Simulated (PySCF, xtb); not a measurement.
SnF, SMILES [F][Sn+] (connectivity only; charge and spin as stated), charge +1, multiplicity 1.

GFN2-xTB (xtb) at its own geometry gives an orbital gap of 4.90 eV.

The structure is a stationary point at PBE0-D3(BJ)/def2-TZVP. The multiplicity is an assumed one; other spin states were not compared. The def2 effective core potentials stand for the cores of Sn; spin–orbit coupling is left out.

Task: What does PBE/def2-TZVPD (PySCF) give? (An estimate is asked for; the answer gives what the named calculation found.)

Result: gap 5.08 eV (levels -15.16 and -10.08 eV).
